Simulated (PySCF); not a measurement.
**Property card for `C[SiH2][Si@@](C)(O)[SiH2]P`**

Species: C2H13OPSi3.
Structure used (GFN2-xTB), in Å, numbered top down from 1:
```xyz
20
C2H13OPSi3 angstrom
C     -2.3570    2.1445   -0.6138
Si    -1.4052    1.1360    0.6841
Si    -0.1582   -0.5591   -0.3225
C     -0.2979   -2.2110    0.6395
O     -0.9030   -0.7132   -1.7790
Si     2.1299   -0.2336   -0.6745
P      3.2041   -0.6836    1.2445
H     -3.0044    1.5009   -1.2013
H     -1.6733    2.6317   -1.3026
H     -2.9739    2.9139   -0.1589
H     -0.5286    2.0644    1.4212
H     -2.3827    0.6503    1.6743
H      0.2781   -2.1599    1.5598
H      0.0939   -3.0470    0.0637
H     -1.3238   -2.4511    0.9073
H     -0.7456   -1.4359   -2.3809
H      2.8193   -1.1051   -1.6463
H      2.4795    1.1252   -1.1279
H      2.5028    0.2470    1.9889
H      4.2412    0.1964    1.0215
```

Structural features include: Si–H bond and C–Si bond.

GFN2-xTB geometry:

```
Point group of the GFN2-xTB geometry                  : C1
Rotational constants A, B, C of the GFN2-xTB geometry : 1.648, 0.608, 0.571 GHz
```

PBE0/pcSseg-1 ground state and GIAO shieldings, non-relativistic (PySCF):

```
Dipole moment                                               : 1.34 D
HOMO energy                                                 : -7.26 eV
LUMO energy                                                 : -0.71 eV
HOMO–LUMO gap                                               : 6.55 eV
Lowest Hirshfeld atomic charge                              : -0.31 e on O5
Highest Hirshfeld atomic charge                             : +0.28 e on Si3
13C chemical shifts (computed TMS as zero) by class         : 6.1 (C4), -10.2 (C1) ppm
1H chemical shifts (computed TMS as zero) by class          : 4.19 (H18), 3.92 (H17), 3.92 (H12), 3.86 (H11), 0.83 (H19/H20), 0.56 (H16), 0.43 (H13/H14/H15), 0.37 (H8/H9/H10) ppm
Isotropic shieldings of nuclei other than C and H, by class : 313 (O5), 341 (Si3), 425 (Si2), 447 (Si6), 637 (P7) ppm
Mayer bond orders between heavy atoms                       : C1–Si2 0.96, Si2–Si3 0.86, Si3–C4 0.91, Si3–O5 1.00, Si3–Si6 0.87, Si6–P7 0.97
```

Monoisotopic mass (most abundant isotopes): 168.0012 u.

A dipole of 1.34 D is allowed in C1, and pure rotational transitions are dipole-allowed. The rotational constants make it an asymmetric top with κ = (2B − A − C)/(A − C) = -0.93, nearer the prolate limit (−1). With B = h/(8π²I), that is 505.379 GHz u Å² over I, the principal moments of inertia are 306.7, 830.7 and 885.6 u Å² (most abundant isotopes). The dipole equals about 4.5 × 10⁻³⁰ C·m (1 D = 3.33564 × 10⁻³⁰ C·m).

Geometry: GFN2-xTB, one conformer, isolated molecule. NMR classes are plain means over equivalent atoms (diastereotopic ones count apart unless rotation or inversion swaps them), as if these changed places fast; in this geometry the members of some classes differ.
